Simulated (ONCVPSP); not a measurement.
Varying the ONCV potential for Sb (Z = 51)

Base potential:

| Quantity | Value |
| --- | --- |
| Element | Sb |
| Generator | ONCVPSP 4.0.1 |
| Type | optimised norm-conserving Vanderbilt (ONCV) |
| Functional | PBE |
| Relativity | fully relativistic |
| Frozen core | [Kr] |
| Valence charge | 15 |
| Reference configuration | 4d10 5s1.5 5p3.5 |
| Partial waves | 5s: rc 1.70 bohr, ncon 5, nbas 9, qcut 3.6 1/bohr, 3 projectors, debl 0.7 Ha; 5p: rc 2.20 bohr, ncon 3, nbas 7, qcut 3.5 1/bohr, 2 projectors, debl 3.4 Ha; 4d: rc 1.05 bohr, ncon 5, nbas 9, qcut 10.7 1/bohr, 2 projectors, debl 3.1 Ha |
| Local potential | polynomial inside 1.05 bohr (lpopt 3, dvloc0 2 Ha) |
| Core correction | Teter function fitted to the true core (icmod 2), fcfact 0.55 |

Open shells are filled in proportion to 2j + 1.

All-electron outer shells of the reference configuration (PBE, scalar-relativistic, ld1.x):

| shell | level (eV) | outermost node (bohr) | outermost maximum (bohr) |
| --- | --- | --- | --- |
| 4s | -149.58 | 0.39 | 0.73 |
| 4p | -102.53 | 0.39 | 0.76 |
| 4d | -34.22 | 0.38 | 0.84 |
| 5s | -13.24 | 0.95 | 1.88 |
| 5p | -5.12 | 1.04 | 2.32 |

Cutoffs, loose and tight: the cutoffs (Ha) at which the residual kinetic energy of the hardest occupied pseudo-wave falls to 1 and 0.1 mHa per electron. They do not see the model core or the augmentation charge, which bear on the density cutoff. Test errors are all-electron minus pseudo excitation energies from the reference, over the configurations 4d10 5s2 5p3; 4d10 5s2 5p2; 4d10 5s2 5p1; 4d10 5s1 5p4. A dash means not determined; rows that change the core or the reference have their own tests.

A true bound ghost makes a file unfit for plane-wave use even where its test errors are small: the radial tests pick states by their node count and pass the ghost by.

| change | outcome | cutoff, loose | cutoff, tight | bound ghosts | GHOST(+) flags above zero | largest test error (meV) |
| --- | --- | --- | --- | --- | --- | --- |
| base | generated | 62 Ha | 78 Ha | s, d5/2 | s, p3/2, p1/2 | +1.3 |
| core [Kr] 4d10, valence charge 5; reference 5s2 5p3; waves now 5s: rc 1.70 bohr, ncon 4, nbas 8, qcut 5 1/bohr, 2 projectors, debl 3.2 Ha; 5p: rc 2.05 bohr, ncon 4, nbas 7, qcut 3.6 1/bohr, 2 projectors, debl 0.5 Ha; local potential polynomial inside 1.60 bohr (lpopt 3, dvloc0 2 Ha) | failed: ERROR pspot: first pseudo wave function has node, program will stop | – | – | – | – | – |
| p: nproj 3 | generated | 62 Ha | 78 Ha | s, d5/2 | s, p3/2, p1/2 | +0.8 |
| s: qcut 4.1; p: qcut 4; d: qcut 12.3 | generated | 62 Ha | 78 Ha | s | s, p3/2, d5/2, p1/2 | -0.5 |
| s: qcut 5 | failed: ERROR pspot: first pseudo wave function has node, program will stop | – | – | – | – | – |
| local potential polynomial inside 1.05 bohr (lpopt 3, dvloc0 5.5 Ha) | generated | 62 Ha | 78 Ha | s | s, p3/2, p1/2 | +1.1 |
| all radii but the core radius scaled by about 1.20 (s 2.04, p 2.62, d 1.26 bohr); local potential polynomial inside 1.26 bohr (lpopt 3, dvloc0 2 Ha) | generated | 46 Ha | 53 Ha | s | s, p3/2, p1/2 | -10 |
| d: debl 2.35 | generated | 62 Ha | 78 Ha | s, d5/2 | s, p3/2, d5/2, p1/2 | +1.3 |
| core correction Teter function fitted to the true core (icmod 2), fcfact 1.22 | generated | 62 Ha | 78 Ha | s, d5/2 | s, p3/2, p1/2 | +1.8 |
